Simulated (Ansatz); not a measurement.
`[NH]=[V]([F])([F])[Cl]` + H–F → `[NH]=[V]([F])([F])[F]` + HCl at 700 K and 1 bar (ligand exchange at a V–Cl bond).

Calculated with Ansatz (gas phase, PBE0-D4/def2-TZVP geometries, no zero-point term in ΔE). CBS: MP2 limit from def2 TZ/QZ plus the TZ coupled-cluster correction, frozen cores. This one scheme is used for every species. For V outer-core shells are correlated without core-valence functions, which leaves a few kJ/mol of doubt a bond. Scalar relativity is left out up to krypton. Each species was taken in one conformer, which may not be the lowest.

```csv
species,CCSD(T)/CBS energy (Eh),H − E (kJ/mol),S (J/(mol·K))
`[NH]=[V]([F])([F])[Cl]`,-1658.26502,115.5,430.0
H–F,-100.39570,45.2,198.5
`[NH]=[V]([F])([F])[F]`,-1298.27820,116.3,407.2
HCl,-460.38127,38.4,211.8
```

H − E and S are ideal-gas, rigid-rotor, harmonic terms from PBE0-D4/def2-TZVP, for one conformer and one mirror image of each species. 1 Eh = 2625.50 kJ/mol, R = 8.31446 J/(mol·K).

Problem. By hand: ΔE, ΔH, ΔS and ΔG.

Solution. ΔE = (-1298.27820) + (-460.38127) − (-1658.26502) − (-100.39570) = 0.00125 Eh = 3.3 kJ/mol. Δ(H − E) = 116.3 + 38.4 − 115.5 − 45.2 = -6.0, so ΔH = -2.7 kJ/mol. ΔS = 407.2 + 211.8 − 430.0 − 198.5 = -9.5 J/(mol·K). ΔG = -2.7 − 700 × (-9.5)/1000 = 4.0 kJ/mol.

Problem. By hand: the equilibrium constant, and the temperature at which ΔG would vanish if ΔH and ΔS stayed fixed.

Solution. log₁₀ K = −ΔG/(RT ln 10) = -0.3. ΔG = 0 at ΔH/ΔS = 284 K, though so small a ΔH makes that figure unsure.

TΔS isn't small against ΔH here. The sign of ΔG lies within the doubt. A doubt of 5 kJ/mol in ΔE shifts log₁₀ K by 0.4 here. Other conformers and mirror images would add mixing entropy, several J/(mol·K) or more a flexible species. These are equilibria of isolated gas molecules and say nothing of rates. Largest T1 diagnostic: 0.030 (customary marks: 0.02 for closed shells, 0.045 for open ones).
